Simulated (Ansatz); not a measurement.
Bond stretch in CH (cation, charge +1), singlet.

Method: full CI/aug-cc-pVQZ, frozen core (Ansatz, a program for electronic structure).

Question: Relative to R = 1.14 Å, what are the energies at R = 1.21, 1.35, 2.31, 3.45 Å?

Answer: 1.7 kcal/mol at 1.21 Å, 10.4 kcal/mol at 1.35 Å, 77.9 kcal/mol at 2.31 Å, 96.0 kcal/mol at 3.45 Å.

The scan ran from 0.85 to 4.54 Å; beyond the distances shown full CI changes its symmetry label.
